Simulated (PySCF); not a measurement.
Pb(F)(OH) (FHOPb), SMILES [OH][Pb][F] (connectivity only; charge and spin as stated), neutral, multiplicity 1.

Geometry optimised at B3LYP-D3(BJ)/def2-TZVP. The def2 effective core potentials stand for the cores of Pb; spin–orbit coupling is left out. The values are those of a single conformer.

The numbers are results of IEF-PCM-B3LYP/def2-SVP in PySCF, not measurements.

The values are the electrostatic part of the solvation free energy, E(continuum) − E(gas) at the gas-phase geometry, in a cavity of scaled van der Waals radii (PySCF's table); cavitation and dispersion terms are not included. A continuum can't describe solvent molecules that bind to the metal. In vacuum the orbital gap is 5.22 eV. The dipole moment in vacuum is 2.67 D.

```csv
solvent,ε,ΔG(elec) (kcal/mol),dipole (D),gap (eV)
water,78.36,-10.9,3.55,5.59
chlorobenzene,5.70,-8.3,3.34,5.50
toluene,2.37,-5.2,3.08,5.39
```
